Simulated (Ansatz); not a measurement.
`[CH3][Al]([Br])[Br]` + H₂ → `[Br][AlH][Br]` + CH₄  (hydrogenolysis of the Al–C bond)

Computed with Ansatz on PBE0-D4/def2-TZVP structures; ΔE is electronic, products minus reactants. CCSD(T)/CBS is the MP2 limit (def2-TZVPP, def2-QZVPP) plus CCSD(T) − MP2 in def2-TZVPP, frozen cores. This one scheme is used for every species. Functionals use def2-TZVPP. For Br outer-core shells are correlated without core-valence functions, which leaves a few kJ/mol of doubt a bond. Scalar relativity is left out up to krypton.

CCSD(T)/CBS gives -15.3 kJ/mol.

(1) Another level gave -19.1 kJ/mol. Which?
A. HF/def2-TZVPP
B. CAM-B3LYP/def2-TZVPP
C. ωB97X-V/def2-TZVPP
D. MP2/def2-TZVPP

Largest T1 diagnostic among the species: 0.007.

## Answers

(1) C. ωB97X-V -19.1, MP2/def2-TZVPP -11.6, CAM-B3LYP -25.7, HF/def2-TZVPP -41.0 kJ/mol.

The D4 term adds +7.5 kJ/mol with B3LYP and +4.3 kJ/mol with PBE0; it sums over pairs of atoms, weighted by their polarisabilities, and B3LYP, whose exchange is more repulsive, gets the larger term. From BLYP to BHLYP (50 % exact exchange), in def2-TZVPP and without D4, ΔE moves by −5.2 kJ/mol.

B3LYP here is the variant with VWN-RPA as its local correlation; programs differ in this.
